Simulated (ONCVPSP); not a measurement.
germanium (Ge), ONCV: configuration errors across variants

Ge (Z = 32), optimised norm-conserving Vanderbilt (ONCV), made with ONCVPSP 4.0.1 (PBE, scalar-relativistic). Core [Ar], reference 3d10 4s2 4p1.75 (charge +0.25). Waves: 4s: rc 1.85 bohr, ncon 4, nbas 8, qcut 3.6 1/bohr, 3 projectors, debl 3.9 Ha; 4p: rc 1.65 bohr, ncon 4, nbas 9, qcut 4.7 1/bohr, 3 projectors, debl 0.3 Ha; 3d: rc 1.05 bohr, ncon 5, nbas 9, qcut 16.2 1/bohr, 2 projectors, debl 2.8 Ha. Local part: polynomial inside 0.95 bohr (lpopt 5, dvloc0 0 Ha). Core correction: Teter function, fcfact 4, rcfact 1.65.

All-electron excitation energies from the reference (eV): (1) 3d10 4s2 4p2 -1.183; (2) 3d10 4s2 4p1 6.261; (3) 3d10 4s2 4p0 21.701; (4) 3d10 4s1 4p2 14.978.

2 further variants failed, have other tests or another functional or relativity, and are left out.

A true bound ghost makes a file unfit for plane-wave use even where its test errors are small: the radial tests pick states by their node count and pass the ghost by.

Errors AE − PS in meV (a dash: test not solved or not reliable):

| change | (1) | (2) | (3) | (4) | bound ghosts | GHOST(+) flags above zero |
| --- | --- | --- | --- | --- | --- | --- |
| base | +0.1 | -0.9 | -0.8 | -2.4 | p | s, p |
| d: nproj 3 | +0.1 | -0.9 | -0.8 | -2.4 | p | s, p |
| all radii but the core radius scaled by about 1.14 (s 2.12, p 1.88, d 1.20 bohr); local potential polynomial inside 1.08 bohr (lpopt 5, dvloc0 0 Ha) | +0.1 | -0.9 | 0.0 | -10 | p | s, p |
| local potential polynomial inside 0.80 bohr (lpopt 3, dvloc0 -1 Ha) | +0.1 | -0.9 | -0.8 | -2.4 | p | s, p |
| d: qcut 14.5 | +0.1 | -0.9 | -0.8 | -2.4 | p | s, p |
| p: rc 2.08 | +0.1 | -1.0 | -2.0 | -1.4 | p | s, p |

(1) Give the same row for: core correction Teter function, fcfact 4.4, rcfact 1.65.

Answers

(1) +0.1, -0.9, -0.9, -2.4; bound ghosts: p; GHOST(+) flags above zero: s, p.
